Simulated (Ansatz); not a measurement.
Input file for C₂H₈AlFSi (`[CH3][Al]([F])[CH2][SiH3]`):

```yaml
crystal:
  periodic: [false, false, false]
  atoms:
    - {symbol: C, position_ang: [-2.150660, -0.309041, 0.957168]}
    - {symbol: Al, position_ang: [-0.228429, -0.159591, 1.163189]}
    - {symbol: F, position_ang: [0.483737, -0.924686, 2.448099]}
    - {symbol: C, position_ang: [0.952344, 0.825011, -0.021561]}
    - {symbol: Si, position_ang: [1.476574, -0.120901, -1.541663]}
    - {symbol: H, position_ang: [-2.660118, 0.502871, 1.487127]}
    - {symbol: H, position_ang: [-2.450445, -0.243573, -0.092231]}
    - {symbol: H, position_ang: [-2.531883, -1.247262, 1.367188]}
    - {symbol: H, position_ang: [1.850530, 1.127506, 0.527245]}
    - {symbol: H, position_ang: [0.437512, 1.733640, -0.356441]}
    - {symbol: H, position_ang: [0.276492, -0.547111, -2.316837]}
    - {symbol: H, position_ang: [2.221514, -1.351710, -1.157386]}
    - {symbol: H, position_ang: [2.343134, 0.680147, -2.448999]}
basis:
  gaussian: {orbitals: def2-TZVPP}
correlation: {method: ccsd_t}
```

```sh
$ ansatz run in.yaml --threads 4 --pin off --events-out ev --progress --plain --max-ram 10444MiB
```

Log, shortened:

```
Functional definition: HF
1674 factors; integrals over basis functions are off by at most 1.1e-3 eV
mean field evaluation 1: about -19339.2992 eV, gradient 4.5e1 eV
mean field evaluation 2: about -19339.4517 eV, gradient 4.5e1 eV
mean field evaluation 4: about -19343.8949 eV, gradient 4.0e0 eV
mean field evaluation 8: about -19343.9661 eV, gradient 2.4e-1 eV
mean field -19343.96642240 eV, -710.8776542117 hartree, gradient 6.1e-6 eV, S^2 0.000000; 0 other end points of the search recorded, 0 dependent functions left out
13 core orbitals not correlated: weight in the atoms' cores, before any rotation towards them, 1.000 or more for the frozen orbitals, at most 0.000 for the correlated occupied ones
reference -19343.96642240 eV, -710.8776542117 hartree; 15, 15 occupied and 261, 261 virtual orbitals, 1674 factors
second order -22.12021207 eV of doubles, -0.00000000 eV of singles
cycle   1  -22.89100662 eV  change   -7.7e-1 eV  update   1.0e-1
cycle   2  -23.41538351 eV  change   -5.2e-1 eV  update   3.0e-2
cycle   3  -23.53547495 eV  change   -1.2e-1 eV  update   1.6e-2
cycle   4  -23.52821538 eV  change    7.3e-3 eV  update   3.5e-3
cycle   5  -23.52600459 eV  change    2.2e-3 eV  update   1.5e-3
cycle   6  -23.52625257 eV  change   -2.5e-4 eV  update   4.1e-4
cycle   7  -23.52608183 eV  change    1.7e-4 eV  update   1.5e-4
cycle   8  -23.52603548 eV  change    4.6e-5 eV  update   4.2e-5
cycle   9  -23.52605012 eV  change   -1.5e-5 eV  update   1.7e-5
perturbative correction -0.80495554 eV, -0.0295815705 hartree
Total energy: -19368.29742805 eV, -711.7718021775 hartree
```

Run time 6.4 min (4 threads of an Arm Neoverse N1 on a shared host); peak host memory 8.6 GiB.

The correlation energy is -24.331 eV, 3.3 % of it from (T); the T1 diagnostic reads 0.0113.
